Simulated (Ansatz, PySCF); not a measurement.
System: CBr2 (charge 0, singlet). SMILES: Br[C]Br
Coordinates optimised at B3LYP-D3(BJ)/def2-TZVP (Ansatz, a program for electronic structure):
```
C
Br 1 1.8989
Br 1 1.8989 2 110.45
```

Quantity: atomisation energy (electronic, to ground-state atoms), in kJ/mol. Valence correlation only, unless marked. UHF or UKS for open shells. Spin-orbit coupling is left out. Frozen are the shells of the preceding noble gas and the d and f shells that filled before the atom's block. Non-relativistic. FCI takes restricted orbitals. The coupled-cluster limit lacks core correlation, which all-electron functionals hold. CBS marks a two-point X^-3 extrapolation of the correlation energy; Hartree-Fock from the larger set.

| level | program | atomisation energy (kJ/mol) |
|---|---|---|
| BP86-D3(BJ)/def2-TZVPD | PySCF + dftd3 | 706.4 |
| TPSS-D4/def2-TZVPD | PySCF + dftd4 | 670.3 |
| PBE0/def2-QZVPP | Ansatz | 639.6 |
| PW6B95/def2-TZVPD | PySCF | 630.0 |
| HSE06-D4/def2-TZVPD | Ansatz + dftd4 | 650.2 |
| CAM-B3LYP/def2-TZVPD | Ansatz | 588.3 |
| CCSD(T)/STO-3G | Ansatz | 564.6 |
| CCSD(T)/aug-cc-pVTZ | Ansatz | 596.8 |
| FCI/STO-3G | Ansatz | 568.2 |
| CCSD(T)/CBS(cc-pVTZ,cc-pVQZ) | Ansatz | 620.5 |

The Hartree-Fock reference is unstable (checked in the largest basis), which strains HF and MP2. The T1 diagnostic of CCSD in the largest basis is 0.025, which is high, so the coupled-cluster rows are less sure than usual.
